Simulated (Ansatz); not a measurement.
`N=C(N)[SiH2]N` → C• + 7 H• + 3 N• + Si•  (atomization)

Isolated molecules relaxed with PBE0-D4/def2-TZVP in Ansatz; ΔE leaves out vibrations. CCSD(T)/CBS is the MP2 limit (def2-TZVPP, def2-QZVPP) plus CCSD(T) − MP2 in def2-TZVPP, frozen cores. This one scheme is used for every species, atoms too. Functionals use def2-TZVPP. B3LYP here is the variant with VWN-RPA as its local correlation; programs differ in this. No spin–orbit coupling; open shells (•) take unrestricted orbitals. Spin–orbit coupling would lower the free atoms: a little for C, Si. Each species was taken in one conformer, which may not be the lowest.

`N=C(N)[SiH2]N`:

Z-matrix (Å, degrees):
```
Si
N 1 1.713
C 1 1.899 2 107.4
H 1 1.486 2 106.9 3 -118.9
H 1 1.494 2 115.8 3 120.7
H 2 1.007 1 121.5 3 -69.4
H 2 1.006 1 120.2 3 141.8
N 3 1.363 1 117.9 2 158.8
N 3 1.278 1 121.9 2 -20.4
H 8 1.002 3 121.0 1 11.0
H 8 1.008 3 117.9 1 170.5
H 9 1.017 3 109.9 1 0.9
```

| level | ΔE (kJ/mol) | difference from CCSD(T)/CBS |
| --- | --- | --- |
| PBE0-D4 | 4302.2 | 8.4 |
| B3LYP-D4 | 4332.2 | 38.4 |
| ωB97X-V | 4329.0 | 35.2 |
| ωB97M-V | 4325.8 | 32.0 |
| PBE | 4392.8 | 99.0 |
| r2SCAN | 4275.0 | -18.8 |
| PBE0 | 4281.9 | -11.9 |
| B3LYP | 4293.5 | -0.3 |
| HF/def2-TZVPP | 2870.7 | -1423.1 |
| SCS-MP2/def2-TZVPP | 4222.5 | -71.3 |
| CCSD(T)/def2-TZVPP | 4144.6 | -149.2 |
| HF/def2-QZVPP | 2881.6 | -1412.2 |
| MP2/def2-QZVPP | 4290.5 | -3.3 |
| SCS-MP2/def2-QZVPP | 4325.5 | 31.7 |
| MP2/CBS(def2) | 4350.3 | 56.5 |
| CCSD/CBS(def2) | 4217.2 | -76.6 |
| CCSD(T)/CBS | 4293.8 | 0 |

Largest T1 diagnostic among the species: 0.013.

The D4 term adds +38.7 kJ/mol with B3LYP and +20.3 kJ/mol with PBE0; it sums over pairs of atoms, weighted by their polarisabilities, and B3LYP, whose exchange is more repulsive, gets the larger term. In def2-TZVPP, CCSD(T) changes the Hartree–Fock value by +1273.9 kJ/mol (the triples alone add +76.6 kJ/mol) and MP2 by +1330.4 kJ/mol; breaking electron pairs costs correlation energy, which Hartree–Fock lacks. From PBE to PBE0 (25 % exact exchange), in def2-TZVPP and without D4, ΔE moves by −110.9 kJ/mol: exact exchange takes away binding that semilocal exchange gives to molecules.

For atomizations the MP2-based limit and the directly extrapolated one differ by several kJ/mol either way, and by 10 to 25 for some Ge, Se and Sn compounds, so smaller differences from it don't rank the levels.
